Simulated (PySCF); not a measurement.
Work out the structure from these simulated measurements.

Formula: C7H14B2O2.

- Couplings: largest of the computed one-bond spin–spin couplings (means over like bonds): 13C–1H +149.7 (×6), 13C–1H +123.5 (×6), 17O–1H -82.9 (×2), 13C–11B +79.4, 13C–11B +61.4, 13C–11B +51.0 (×2), 17O–11B -14.7 (×2) Hz [B3LYP/pcJ-1, spin–dipole term left out for some pairs]
- Polarisability: 113.1 au [PBE0/def2-SVPD]
- UV, strongest line: among the 10 lowest singlet transitions: S6 at 7.03 eV (176 nm, f = 0.015) [TDDFT PBE0/def2-SVPD]
- Rotational structure: rotational constants A, B, C: 2.565, 0.562, 0.503 GHz [PBE0-D3(BJ)/def2-SVP]
- NMR, other nuclei: isotropic shieldings of nuclei other than C and H, by class: 12 (1 B), 70 (1 B), 212 (2 O) ppm [GIAO CAM-B3LYP/pcSseg-1]
- Dipole: 3.10 D [PBE0/def2-SVPD]
- 13C NMR: chemical shifts (computed TMS as zero) by class: 51.3 (3 C), 43.9 (1 C), 33.2 (1 C), 12.2 (2 C) ppm [GIAO CAM-B3LYP/pcSseg-1]

Gas-phase values; electronic properties from PySCF, density fitting. Levels stand in brackets. The structure is a single PBE0-D3(BJ)/def2-SVP conformer in the gas phase; no vibrational or solvent corrections. Each NMR value is the plain mean over a class of atoms that symmetry, rotation or inversion makes alike.

**Question.** Give a SMILES that accounts for the data.

**Answer.** Numbering: `[CH3:1][B:2]([CH3:3])[C@:4]12[CH2:5][C@:6]([B:7]([OH:8])[OH:9])([CH2:10]1)[CH2:11]2`. 7 carbons fall into 4 classes; from least to most shielded: four-membered-ring carbon [C5/C10/C11] (51.3 ppm, 3 C, up to 8.7 ppm apart in this geometry), ring sp3 carbon bound to boron [C4] (43.9 ppm), ring sp3 carbon bound to boron [C6] (33.2 ppm), chain sp3 carbon bound to boron [C1/C3] (12.2 ppm, 2 C). The other shieldings belong to: 12 ppm, three-coordinate boron [B2]; 70 ppm, three-coordinate boron [B7]; 212 ppm, boron-bound oxygen [O8/O9]. The couplings run between: +149.7 Hz, four-membered-ring carbon [C5] and its hydrogen (with 5 like pairs); +123.5 Hz, sp3 carbon bound to boron [C1] and its hydrogen (with 5 like pairs); -82.9 Hz, boron-bound oxygen [O8] and its hydrogen (with 1 like pair); +79.4 Hz, sp3 carbon bound to boron [C6] and three-coordinate boron [B7]; +61.4 Hz, sp3 carbon bound to boron [C4] and three-coordinate boron [B2]; +51.0 Hz, sp3 carbon bound to boron [C1] and three-coordinate boron [B2] (with 1 like pair); -14.7 Hz, boron-bound oxygen [O8] and three-coordinate boron [B7] (with 1 like pair). The optimised geometry has point group C1 and is an asymmetric top. Structure: `CB(C)[C@]12C[C@](B(O)O)(C1)C2`. The assignments are read from this structure; whether some other isomer fits the data as well wasn't checked.

The values belong to the conformer `[CH3:1][B:2]([CH3:3])[C@:4]12[CH2:5][C@:6]([B:7]([OH:8])[OH:9])([CH2:10]1)[CH2:11]2`: C1–B2–C4–C5 -60°, C5–C6–B7–O8 -101°, H–O8–B7–C6 -1°, H–O9–B7–C6 1°.
